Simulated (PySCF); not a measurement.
wavenumber (cm⁻¹), absorption (km/mol per cm⁻¹) and a bar:
```
        0      0.006 
       25      0.007 
       51      0.008 
       76      0.010 
      102      0.013 
      127      0.019 
      152      0.032 
      178      0.078 
      203      0.247 #
      229      0.128 #
      254      0.064 
      279      0.094 #
      305      0.151 #
      330      0.055 
      356      0.034 
      381      0.044 
      407      0.042 
      432      0.025 
      457      0.022 
      483      0.023 
      508      0.025 
      534      0.028 
      559      0.033 
      584      0.040 
      610      0.050 
      635      0.066 
      661      0.091 
      686      0.141 #
      711      0.267 ##
      737      0.724 ####
      762      0.741 ####
      788      0.824 #####
      813      2.254 #############
      838      5.145 ##############################
      864      1.560 #########
      889      0.565 ###
      915      0.282 ##
      940      0.168 #
      965      0.112 #
      991      0.081 
     1016      0.062 
     1042      0.050 
     1067      0.041 
     1093      0.036 
     1118      0.033 
     1143      0.033 
     1169      0.035 
     1194      0.041 
     1220      0.056 
     1245      0.095 #
     1270      0.231 #
     1296      0.795 #####
     1321      0.457 ###
     1347      0.143 #
     1372      0.067 
     1397      0.039 
     1423      0.027 
     1448      0.020 
     1474      0.015 
     1499      0.013
```

This is the computed harmonic infrared spectrum of singlet CrNF3, Lorentzian lines of 37 cm⁻¹ full width. All numbers come from PBE0/[Cr def2-SVP, N def2-SVP, F def2-SVP], no relativity, density fitting, PySCF.

Question: Which bands make it up, and how are they assigned?

Answer: In C3v symmetry, counting bands above 1 % of the strongest: 208 cm⁻¹ (e, bend, 15 km/mol); 299 cm⁻¹ (a1, bend, 8.5 km/mol); 747 cm⁻¹ (a1, stretch, 41 km/mol); 835 cm⁻¹ (e, stretch, 308 km/mol); 1303 cm⁻¹ (a1, stretch, 52 km/mol).

Stability towards spin polarisation was not tested. Only a few start shapes were tried, so a lower isomer may exist.
